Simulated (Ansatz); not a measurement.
Basis-set extrapolation for CH$_{4}$S$_{2}$Si, SMILES `CS[Si]S` (PBE0-D4/def2-TZVP geometry, frozen core, the Gaussian-basis code of Ansatz). Multiplicity 1, RHF reference.

|  | def2-TZVPP | def2-QZVPP |
| --- | --- | --- |
| HF | -1124.262864 | -1124.295544 |
| MP2 correlation | -0.633333 | -0.684765 |
| CCSD(T) correlation | -0.720989 | not run |

Energies in hartree. Use E(X) = E(∞) + A·exp(−7.88·√X) for Hartree–Fock and E(X) = E(∞) + B·X^(−2.97) for correlation, with X = 3 and 4, and add CCSD(T) minus MP2 of the smaller set to the MP2 limit.

Task: What is the CCSD(T) energy at the basis-set limit?

Result: HF limit: -1124.295544 + (-0.032680) × 0.13774 = -1124.30005. MP2 limit: -0.684765 + (-0.051432) × 0.74074 = -0.72286. Higher-order term: -0.720989 − (-0.633333) = -0.08766. Total: -1125.11057 hartree, 332.7 kJ/mol below CCSD(T)/def2-TZVPP.
